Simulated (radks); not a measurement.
The numbers below are computed, except where a source is named.
Problem. Species: Hg36+. Configuration: [Kr] 4d8. Code: a radial shooting solver on a logarithmic mesh with Libxc functionals. Model: Dirac Kohn-Sham, PBE, spin-unpolarised, spherical densities, finite nucleus; open shells fill j = l - 1/2 first; Fermi nuclear charge, rms radius 5.4648 fm. Some entries of the table are withheld. Estimate them.

orbital,occ.,eigenvalue (eV),<r^2> (bohr^2)
1s1/2,2,-84476.06,0.0003810
2s1/2,2,(1),0.005743
2p1/2,2,-15592.80,0.004056
2p3/2,4,-13646.33,0.005242
3s1/2,2,-4961.347,(2)
3p1/2,2,-4696.505,(3)
3p3/2,4,-4258.965,(4)
3d3/2,4,-3822.898,0.03023
3d5/2,6,-3729.120,0.03187
4s1/2,2,-2093.862,0.1558
4p1/2,2,(5),0.1547
4p3/2,4,(6),0.1758
4d3/2,4,(7),(8)
4d5/2,4,(9),(10)

Solution. 
(1) 2s1/2 eigenvalue (eV): -16186.05
(2) 3s1/2 <r^2> (bohr^2): 0.03678
(3) 3p1/2 <r^2> (bohr^2): 0.03346
(4) 3p3/2 <r^2> (bohr^2): 0.03957
(5) 4p1/2 eigenvalue (eV): -1978.716
(6) 4p3/2 eigenvalue (eV): -1849.083
(7) 4d3/2 eigenvalue (eV): -1663.032
(8) 4d3/2 <r^2> (bohr^2): 0.1698
(9) 4d5/2 eigenvalue (eV): -1636.122
(10) 4d5/2 <r^2> (bohr^2): 0.1758
